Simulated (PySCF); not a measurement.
## Working out the excitation energy of N²⁺

N²⁺ [He] 2s2 2p1 (2P) → N²⁺ [He] 2s1 2p1 3d1 (high-spin determinant). Calculation: PySCF 2.14, in x2c-TZVPPall with one added diffuse shell each of s, p, d type (6s4p3d1f, 40 functions); scalar relativity by spin-free X2C-1e. Frozen: nothing. Energies in hartree (1 hartree = 27.21139 eV):

| part | N²⁺ (lower) | N²⁺ (upper) |
| --- | --- | --- |
| UHF | -52.848345 | -51.405458 |
| CCSD correlation | -0.099226 | -0.031276 |
| (T) | -0.001209 | -0.002305 |

Problem. What does Hartree-Fock give?

Solution. (-51.405458) − (-52.848345) = 1.442887 hartree = 39.263 eV.

Problem. What do CCSD and CCSD(T) give?

Solution. The CCSD correlation energies differ by 0.067950 hartree = 1.849 eV and the triples by -0.001096 hartree = -0.030 eV, so CCSD gives 41.112 eV and CCSD(T) 41.082 eV.

One determinant mixes LS terms, so it does not stand for a single term.

The coupled-cluster amplitudes are large, so a single reference is strained.
